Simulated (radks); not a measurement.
Values are calculated unless marked as measured or tabulated.
All-electron atom: the krypton ion Kr3+ in [Ar] 3d10 4s2 4p3. Code: a radial shooting solver on a logarithmic mesh with Libxc functionals. Model: scalar-relativistic Kohn-Sham, PBE, spin-unpolarised, spherical densities, point nucleus.

Unscreened Slater integrals over Kohn-Sham orbitals (eV).

integral    value
F0(4p,4p)  14.732
F2(4p,4p)  7.8177
F0(4p,4s)  15.613
G1(4p,4s)  10.548
F0(4p,3d)  19.019
F2(4p,3d)  4.2138
G1(4p,3d)  1.4242
G3(4p,3d)  1.3298
F0(4p,3p)  19.062
F2(4p,3p)  4.0954
G0(4p,3p)  1.0373
G2(4p,3p)  1.2136
F0(4s,4s)  16.710
F0(4s,3d)  21.210
G2(4s,3d)  1.8634
F0(4s,3p)  21.268
G1(4s,3p)  1.5436
F0(3d,3d)  45.039
F2(3d,3d)  21.672
F4(3d,3d)  13.657
F0(3d,3p)  45.018
F2(3d,3p)  21.657
G1(3d,3p)  26.044
G3(3d,3p)  16.217
F0(3p,3p)  45.469
F2(3p,3p)  22.824

Derived for the open shells (J is the average intra-shell exchange parameter used in DFT+U). 4p: J = F2/5 = 1.564 eV.
